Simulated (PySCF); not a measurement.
Hg(I)2, SMILES [I][Hg][I] (HgI₂), singlet, B3LYP/def2-SVP optimised geometry.

```
3

Hg     0.00     0.00     0.00
I     -2.64     0.00     0.00
I      2.64     0.00     0.00
```

Density from B3LYP/def2-TZVP, def2 effective core potentials past Kr in PySCF at that geometry. The core electrons that the potentials of Hg, I replace are not part of the density.

Minimum of the electron density along straight lines between bonded atoms, close to the bond critical point (lines longer than 1.1 times the sum of covalent radii, or with two minima, are not listed):

| bond | length / Å | ρ at the minimum / e bohr⁻³ | ∇²ρ there / e bohr⁻⁵ | position (fraction from the first atom) |
|---|---|---|---|---|
| Hg1–I2 | 2.641 | 0.073 | 0.08 | 0.49 |
| Hg1–I3 | 2.641 | 0.073 | 0.08 | 0.49 |
